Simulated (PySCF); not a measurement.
**Electron correlation in Mo(2+) (molybdenum, charge +2)**

[Kr] 4d4, high-spin 5D determinant. Calculation: PySCF 2.14, in aug-cc-pVTZ-DK; the spin-free X2C one-electron Hamiltonian (Gaussian nucleus). Frozen: [Kr]; 4 electrons correlated.

```tsv
level	correlation energy (mhartree)
CCSD	-39.83
(T)	-0.38
CCSD(T)	-40.21
```

Diagnostics: T1 = 0.0012, D1 = 0.0021, largest double amplitude 0.021.

Question: Is a single reference adequate?

Answer: Yes, within this model without spin-orbit coupling: T1 lies below 0.03 and no double amplitude reaches 0.07.
